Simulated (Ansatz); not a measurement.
`C[SiH](F)BS` + CH₃SH → `CSBS` + `C[SiH2]F`  (cleavage of the B–Si bond)

Calculated with Ansatz (gas phase, PBE0-D4/def2-TZVP geometries, no zero-point term in ΔE). CCSD(T)/CBS is the MP2 limit (def2-TZVPP, def2-QZVPP) plus CCSD(T) − MP2 in def2-TZVPP, frozen cores. This one scheme is used for every species. Functionals use def2-TZVPP. Each species was taken in one conformer, which may not be the lowest.

(1) Is it downhill or uphill in electronic energy at CCSD(T)/CBS, and by how much? (Estimate.)

(2) What do these levels give: B97M-V, ωB97M-V, revPBE, r2SCAN, LC-ωPBE, HF/def2-QZVPP? (Estimate.)

Largest T1 diagnostic among the species: 0.014.

## Answers

(1) Ansatz gave: Downhill: ΔE = -97.1 kJ/mol.

(2) Computed: B97M-V -99.6, ωB97M-V -98.5, revPBE -95.3, r2SCAN -101.9, LC-ωPBE -95.9, HF/def2-QZVPP -99.6 kJ/mol.

At CCSD(T), def2-SVP lies −4.9 kJ/mol from the extrapolated value and def2-TZVPP +0.2 kJ/mol. Leaving LDA and LC-ωPBE aside and taking each functional with its dispersion term where it has one, the values, not all of them listed here, spread over 6.8 kJ/mol, from PBE-QIDH to PBE-D4.
